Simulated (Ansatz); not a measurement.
Consider the formal exchange of groups at a B–O bond: `O[BH][GaH2]` + CH₄ → `C[BH][GaH2]` + H₂O.

Gas-phase electronic energies from Ansatz, PBE0-D4/def2-TZVP geometries. CCSD(T)/CBS is the MP2 limit (def2-TZVPP, def2-QZVPP) plus CCSD(T) − MP2 in def2-TZVPP, frozen cores. This one scheme is used for every species. Functionals use def2-TZVPP. For Ga outer-core shells are correlated without core-valence functions, which leaves a few kJ/mol of doubt a bond. Scalar relativity is left out up to krypton. One conformer a species, not always the lowest.

`O[BH][GaH2]`:

Z-matrix (Å, degrees):
```
B
Ga 1 2.100
O 1 1.354 2 119.2
H 1 1.210 2 122.6 3 180.0
H 2 1.579 1 122.5 3 91.2
H 2 1.579 1 122.5 3 -91.3
H 3 0.962 1 113.8 2 180.0
```

CH₄:

```xyz
5

C     0.000    0.000    0.000
H     0.469   -0.372    0.911
H    -0.140   -0.824   -0.699
H     0.639    0.757   -0.454
H    -0.967    0.439    0.243
```

`C[BH][GaH2]`:

```xyz
9

C    -0.957    0.985    0.418
B    -0.472   -0.326   -0.266
Ga    1.474   -1.055   -0.267
H    -1.982    0.929    0.796
H    -1.000    1.709   -0.415
H    -0.307    1.421    1.178
H    -1.296   -0.934   -0.900
H     2.554   -0.617   -1.333
H     1.987   -2.112    0.789
```

H₂O:

Z-matrix (Å, degrees):
```
O
H 1 0.960
H 1 0.960 2 105.1
```

```tsv
level	ΔE (kJ/mol)
PBE0-D4	133.1
CCSD(T)/def2-SVP	161.7
```

Problem. What does CCSD(T)/CBS give? (An estimate is asked.)

Solution. Ansatz gave: +131.8 kJ/mol. The listed levels differ from it by 1.3, 29.9 kJ/mol.

Largest T1 diagnostic among the species: 0.014.

The D4 term adds −3.2 kJ/mol with B3LYP and −1.8 kJ/mol with PBE0; it sums over pairs of atoms, weighted by their polarisabilities, and B3LYP, whose exchange is more repulsive, gets the larger term. Leaving LDA and LC-ωPBE aside and taking each functional with its dispersion term where it has one, the values, not all of them listed here, spread over 11.5 kJ/mol, from revPBE-D4 to CAM-B3LYP-D4.

B3LYP here is the variant with VWN-RPA as its local correlation; programs differ in this.
